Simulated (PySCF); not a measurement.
CH3Li, SMILES [Li][CH3]. Atoms are numbered in the order given.

```xyz
5

Li     0.0000     0.0000    -1.5818
C      0.0000     0.0000     0.3870
H      0.8782     0.5071     0.8078
H      0.0000    -1.0141     0.8078
H     -0.8782     0.5071     0.8078
```

Geometry optimised at B3LYP-D3(BJ)/def2-TZVPD. The isomer is the one that the SMILES or the coordinates give; other isomers of the formula were not compared.

Level of theory: PySCF with HF/def2-TZVPD.

Symmetry labels are those of the subgroup Cs that the program uses (full group C3v).

Computed valence orbital energies around the gap with their symmetry:
```
orbital  symmetry  energy (eV)
-------  --------  -----------
HOMO−5         A'      -302.37
HOMO−4         A'       -66.03
HOMO−3         A'       -22.38
HOMO−2         A'       -12.32
HOMO−1         A"       -12.32
HOMO           A'        -7.75
LUMO           A'         0.06
LUMO+1         A'         1.03
LUMO+2         A"         1.03
LUMO+3         A'         1.40
```
